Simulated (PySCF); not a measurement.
Species: C5H6N3 (charge -1).
Numbering: `[cH:1]1[n:2][n:3][n-:4][c:5]1[CH:6]1[CH2:7][CH2:8]1` (hydrogens: H9 on C1; H10 on C6; H11, H12 on C7; H13, H14 on C8)

Geometry (GFN2-xTB, Å), atoms numbered from 1 in this order:
```
atom  x, y, z in Å
C1     1.478    0.594    0.759
N2     2.810    0.476    0.672
N3     3.060   -0.331   -0.342
N4     1.952   -0.744   -0.920
C5     0.921   -0.181   -0.254
C6    -0.481   -0.423   -0.625
C7    -1.533    0.628   -0.400
C8    -1.535   -0.620    0.432
H9     1.004    1.207    1.513
H10   -0.577   -1.025   -1.524
H11   -1.229    1.551    0.074
H12   -2.316    0.754   -1.137
H13   -2.320   -1.347    0.262
H14   -1.234   -0.539    1.466
```

The closed-shell ground state was solved at several levels (PySCF, density fitting, gas phase, non-relativistic). No diffuse functions stand in pcJ-1 and pcSseg-1, which bears on an anion's orbital energies.

```json
{"level": "B3LYP/pcJ-1", "basis functions": "276", "total energy (Eh)": "-358.3731", "HOMO (eV)": "-1.00", "LUMO (eV)": "4.55", "gap (eV)": "5.55"}
{"level": "PBE0/def2-SVPD", "basis functions": "208", "total energy (Eh)": "-357.7182", "HOMO (eV)": "-1.41", "LUMO (eV)": "3.90", "gap (eV)": "5.31"}
```

**Question.** Estimate the row for PBE0/pcSseg-1, a basis of 166 functions; the other rows only guide the guess.

**Answer.** Total energy -357.9130 Eh, HOMO -1.25 eV, LUMO 4.83 eV, gap 6.08 eV.

**Question.** Over all these levels, which gives the widest orbital gap and which the narrowest?

**Answer.** PBE0/pcSseg-1 has the widest, 6.08 eV, and PBE0/def2-SVPD the narrowest, 5.31 eV. The two share the functional. From the narrowest to the widest the HOMO moves by +0.16 eV and the LUMO by +0.93 eV.

One conformer stands for the species.
